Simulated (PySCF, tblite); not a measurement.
Species: C₅H₁₀O₂.
Bonds: C1–C2 (double), C2–C3, C3–C4, C4–O5, C2–O6, O6–C7. Hydrogens: H8, H9 on C1; H10, H11 on C3; H12, H13 on C4; H14 on O5; H15, H16, H17 on C7.

Computed with GFN2-xTB (tblite), gas phase: nudged elastic band of 9 images (0 to 8), spring 0.2 eV/Å², climbing image at the end, force threshold 0.05 eV/Å. The top image wasn't refined or checked by frequencies; at this threshold it can lie a kcal/mol or more above the true saddle point of the method.

Path: rotation about C3–C4 (allylic carbon, carbinol carbon (C–OH)), followed by the dihedral C2–C3–C4–O5.

Image 0 (start, dihedral -73°):
```
atom  x, y, z in Å
C1      0.493    0.820   -1.597
C2      0.250   -0.009   -0.590
C3     -0.867   -1.018   -0.592
C4     -1.917   -0.683    0.481
O5     -1.467   -0.946    1.782
O6      0.941   -0.055    0.593
C7      1.987    0.865    0.790
H8     -0.113    0.783   -2.482
H9      1.286    1.545   -1.591
H10    -1.339   -1.034   -1.573
H11    -0.462   -2.008   -0.374
H12    -2.806   -1.302    0.337
H13    -2.210    0.375    0.379
H14    -0.563   -0.606    1.850
H15     2.370    0.674    1.791
H16     1.625    1.896    0.727
H17     2.787    0.717    0.058
```

Image 8 (end, +0.075 eV, dihedral 61°):
```
atom  x, y, z in Å
C1      0.456    1.145   -1.119
C2      0.339   -0.001   -0.462
C3     -0.850   -0.913   -0.597
C4     -1.780   -0.775    0.617
O5     -2.294    0.523    0.774
O6      1.230   -0.514    0.434
C7      2.360    0.257    0.754
H8     -0.310    1.458   -1.803
H9      1.292    1.810   -1.009
H10    -1.397   -0.673   -1.511
H11    -0.505   -1.947   -0.648
H12    -1.222   -0.983    1.532
H13    -2.599   -1.506    0.530
H14    -2.705    0.798   -0.053
H15     2.901   -0.303    1.514
H16     2.073    1.234    1.155
H17     3.003    0.401   -0.120
```

**Question.** What do the inner images look like?

**Answer.** 
Image 1: +0.033 eV, dihedral -58°
```
atom  x, y, z in Å
C1      0.454    0.877   -1.548
C2      0.246   -0.009   -0.584
C3     -0.858   -1.033   -0.594
C4     -1.940   -0.725    0.457
O5     -1.455   -0.653    1.770
O6      0.985   -0.127    0.566
C7      2.033    0.780    0.797
H8     -0.184    0.899   -2.410
H9      1.252    1.596   -1.526
H10    -1.325   -1.059   -1.577
H11    -0.425   -2.011   -0.374
H12    -2.683   -1.528    0.455
H13    -2.445    0.216    0.185
H14    -0.587   -0.227    1.742
H15     2.433    0.524    1.778
H16     1.669    1.812    0.807
H17     2.821    0.681    0.046
```

Image 2: +0.131 eV, dihedral -43°
```
atom  x, y, z in Å
C1      0.431    0.926   -1.498
C2      0.253   -0.014   -0.580
C3     -0.850   -1.039   -0.605
C4     -1.942   -0.778    0.456
O5     -1.466   -0.410    1.722
O6      1.030   -0.202    0.532
C7      2.075    0.697    0.800
H8     -0.236    1.003   -2.335
H9      1.239    1.634   -1.464
H10    -1.323   -1.047   -1.586
H11    -0.397   -2.014   -0.417
H12    -2.512   -1.698    0.616
H13    -2.631   -0.007    0.077
H14    -0.727    0.199    1.605
H15     2.487    0.389    1.760
H16     1.706    1.726    0.872
H17     2.856    0.647    0.036
```

Image 3: +0.223 eV, dihedral -27°
```
atom  x, y, z in Å
C1      0.422    0.960   -1.446
C2      0.269   -0.030   -0.574
C3     -0.847   -1.041   -0.626
C4     -1.914   -0.825    0.477
O5     -1.449   -0.202    1.644
O6      1.079   -0.289    0.494
C7      2.103    0.620    0.805
H8     -0.270    1.083   -2.257
H9      1.238    1.658   -1.404
H10    -1.336   -0.996   -1.598
H11    -0.396   -2.026   -0.502
H12    -2.298   -1.792    0.808
H13    -2.752   -0.247    0.058
H14    -0.975    0.600    1.396
H15     2.522    0.277    1.750
H16     1.713    1.636    0.926
H17     2.884    0.625    0.039
```

Image 4 (top): +0.263 eV, dihedral -9°
```
atom  x, y, z in Å
C1      0.424    0.984   -1.394
C2      0.282   -0.041   -0.562
C3     -0.855   -1.027   -0.646
C4     -1.878   -0.859    0.512
O5     -1.482    0.026    1.527
O6      1.102   -0.350    0.479
C7      2.123    0.552    0.816
H8     -0.280    1.141   -2.190
H9      1.243    1.678   -1.341
H10    -1.363   -0.905   -1.602
H11    -0.426   -2.029   -0.605
H12    -2.034   -1.814    1.017
H13    -2.841   -0.531    0.093
H14    -1.203    0.855    1.123
H15     2.558    0.178    1.741
H16     1.727    1.560    0.983
H17     2.895    0.594    0.040
```

Image 5: +0.239 eV, dihedral 10°
```
atom  x, y, z in Å
C1      0.435    1.006   -1.345
C2      0.291   -0.044   -0.543
C3     -0.868   -1.000   -0.657
C4     -1.837   -0.882    0.549
O5     -1.595    0.222    1.383
O6      1.112   -0.392    0.482
C7      2.150    0.491    0.824
H8     -0.274    1.189   -2.131
H9      1.256    1.696   -1.277
H10    -1.400   -0.794   -1.586
H11    -0.477   -2.017   -0.701
H12    -1.745   -1.753    1.200
H13    -2.871   -0.843    0.172
H14    -1.457    1.003    0.834
H15     2.604    0.085    1.726
H16     1.766    1.495    1.030
H17     2.902    0.549    0.030
```

Image 6: +0.170 eV, dihedral 29°
```
atom  x, y, z in Å
C1      0.450    1.033   -1.295
C2      0.300   -0.038   -0.523
C3     -0.879   -0.967   -0.657
C4     -1.796   -0.886    0.583
O5     -1.773    0.366    1.223
O6      1.124   -0.426    0.485
C7      2.189    0.426    0.823
H8     -0.262    1.246   -2.071
H9      1.275    1.716   -1.213
H10    -1.435   -0.696   -1.555
H11    -0.524   -1.992   -0.762
H12    -1.476   -1.603    1.341
H13    -2.825   -1.135    0.281
H14    -1.784    1.059    0.553
H15     2.661   -0.015    1.699
H16     1.830    1.430    1.069
H17     2.918    0.494    0.009
```

Image 7: +0.101 eV, dihedral 47°
```
atom  x, y, z in Å
C1      0.475    1.073   -1.244
C2      0.312   -0.015   -0.502
C3     -0.882   -0.923   -0.642
C4     -1.762   -0.862    0.616
O5     -2.018    0.453    1.046
O6      1.144   -0.453    0.481
C7      2.248    0.351    0.809
H8     -0.244    1.325   -2.002
H9      1.311    1.740   -1.148
H10    -1.460   -0.620   -1.517
H11    -0.547   -1.952   -0.780
H12    -1.257   -1.351    1.450
H13    -2.708   -1.389    0.417
H14    -2.239    0.993    0.279
H15     2.736   -0.136    1.653
H16     1.933    1.357    1.101
H17     2.951    0.421   -0.027
```

The largest changes of bonds and angles from start to top: C3–C4 1.538 → 1.554 Å, C2–O6 1.371 → 1.361 Å, O5–H14 0.968 → 0.964 Å, O6–C7 1.407 → 1.404 Å, C3–C4–O5 112.8 → 114.9°, C2–C3–H11 109.4 → 107.6°, C2–C3–C4 111.1 → 112.6°. GFN2-xTB torsional profiles can miss by a kcal/mol or more and can put conformers in the wrong order.

**Question.** What do single points at PBE0/pcSseg-1 (PySCF, no dispersion term) give on some images?

**Answer.** 
```csv
image,GFN2-xTB E (eV),DFT E (eV),HOMO (eV),LUMO (eV),dipole (D)
0,0.000,0.000,-6.88,0.76,2.63
2,0.131,0.157,-6.81,0.64,2.34
4,0.263,0.307,-6.72,0.74,1.73
6,0.170,0.184,-6.74,0.89,1.52
8,0.075,0.128,-6.57,0.93,1.27
```

Energies count from image 0 at each level. At the GFN2-xTB top the DFT energy is 7.1 kcal/mol against 6.1; the geometries weren't optimised at the DFT level.

The cost below is that of the whole band run. Rough CPU time on one thread of a shared machine: about 12 s.
